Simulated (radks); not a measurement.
Q: Successive ionisation energies (eV) of one element, from differences of total energies of ions in their ground configurations, starting at charge 22: 958.01, 2371.1, 2504.4, 2640.0, 2777.8, 2917.3, 3058.2, 3293.9, 3408.6, 14510.7, 14985.3. All-electron calculation, scalar-relativistic Kohn-Sham, PBE, spin-unpolarised, spherical densities, point nucleus. Program: a radial shooting solver on a logarithmic mesh with Libxc functionals. Which element is it?

A: Arsenic (Z = 33). The first species listed is As22+ in [Ne] 3s1, the last As32+ in 1s1.
